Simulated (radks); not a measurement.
Species: Cl II. Configuration: [Ne] 3s2 3p4.

All-electron calculation, scalar-relativistic Kohn-Sham, PBEsol, spin-unpolarised, spherical densities, finite nucleus; Fermi nuclear charge, rms radius 3.3654 fm. Program: a radial shooting solver on a logarithmic mesh with Libxc functionals.

Energy parts (Ry):
| part | energy |
|---|---|
| total | -920.46374 |
| kinetic | 924.49649 |
| electron-nucleus | -2182.80276 |
| Hartree | 391.83668 |
| exchange-correlation | -53.99416 |

Orbitals (lengths in bohr, moments of r in powers of bohr):
\begin{tabular}{lrrrr}
orbital & occ. & eigenvalue (Ry) & <r^2> & <r> \\ \hline
1s & 2 & -202.8488 & 0.01116 & 0.09106 \\
2s & 2 & -19.47712 & 0.2349 & 0.4446 \\
2p & 6 & -15.01284 & 0.2065 & 0.4070 \\
3s & 2 & -2.35259 & 2.568 & 1.490 \\
3p & 4 & -1.42445 & 3.434 & 1.705 \\
\end{tabular}

The highest occupied level is 3p at -19.381 eV. The density falls to 0.001 e/bohr^3 at r = 3.57 bohr.
